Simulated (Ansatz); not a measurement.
Calculation: Ansatz (an electronic-structure program) with frozen-core CCSD(T)/cc-pVTZ // B3LYP-D3(BJ)/def2-TZVP.

Ansatz 0.2 input:
```yaml
crystal:
  periodic: [false, false, false]
  atoms:
    - { symbol: O, position_ang: [0.373962, -2.33327, 0.337116] }
    - { symbol: C, position_ang: [0.18567, -1.158456, 0.167374] }
    - { symbol: C, position_ang: [1.233541, -0.050203, 0.314265] }
    - { symbol: C, position_ang: [0.465318, 1.198622, -0.008481] }
    - { symbol: C, position_ang: [-0.809972, 0.951786, -0.302216] }
    - { symbol: C, position_ang: [-1.143702, -0.510322, -0.23328] }
    - { symbol: H, position_ang: [1.647773, -0.064393, 1.327236] }
    - { symbol: H, position_ang: [2.071382, -0.240804, -0.363667] }
    - { symbol: H, position_ang: [0.914389, 2.182447, 0.00138] }
    - { symbol: H, position_ang: [-1.537895, 1.707802, -0.563449] }
    - { symbol: H, position_ang: [-1.912036, -0.753398, 0.507312] }
    - { symbol: H, position_ang: [-1.488429, -0.92981, -1.183592] }
basis:
  gaussian: { orbitals: cc-pVTZ }
correlation:
  method: ccsd_t
```

Output:

```
Functional definition: HF
1532 factors; integrals over basis functions are off by at most 1.1e-3 eV
mean field evaluation 1: about -7281.4353 eV, gradient 4.3e1 eV
mean field evaluation 2: about -7281.7847 eV, gradient 4.3e1 eV
mean field evaluation 4: about -7286.3072 eV, gradient 5.9e0 eV
mean field evaluation 8: about -7286.4281 eV, gradient 5.3e-1 eV
mean field evaluation 16: about -7286.4304 eV, gradient 1.9e-6 eV
mean field -7286.43042017 eV, -267.7713790215 hartree, gradient 1.9e-6 eV, S^2 0.000000; 0 other end points of the search recorded, 0 dependent functions left out
6 core orbitals not correlated
reference -7286.43042017 eV, -267.7713790215 hartree; 16, 16 occupied and 242, 242 virtual orbitals, 1532 factors
second order -27.99518975 eV of doubles, -0.00000000 eV of singles
cycle   1  -27.98058579 eV  change    1.5e-2 eV  update   1.2e-1
cycle   2  -28.69703189 eV  change   -7.2e-1 eV  update   3.8e-2
cycle   3  -28.87824118 eV  change   -1.8e-1 eV  update   2.0e-2
cycle   4  -28.86401412 eV  change    1.4e-2 eV  update   5.2e-3
cycle   5  -28.86402792 eV  change   -1.4e-5 eV  update   2.2e-3
cycle   6  -28.86510348 eV  change   -1.1e-3 eV  update   6.2e-4
cycle   7  -28.86474835 eV  change    3.6e-4 eV  update   2.4e-4
cycle   8  -28.86468869 eV  change    6.0e-5 eV  update   9.0e-5
cycle   9  -28.86472464 eV  change   -3.6e-5 eV  update   3.3e-5
cycle  10  -28.86473141 eV  change   -6.8e-6 eV  update   1.1e-5
perturbative correction -1.35017025 eV, -0.0496178417 hartree
Total energy: -7316.64532183 eV, -268.8817561771 hartree
```

Cost: about 2.9 core-minutes (a rough figure).
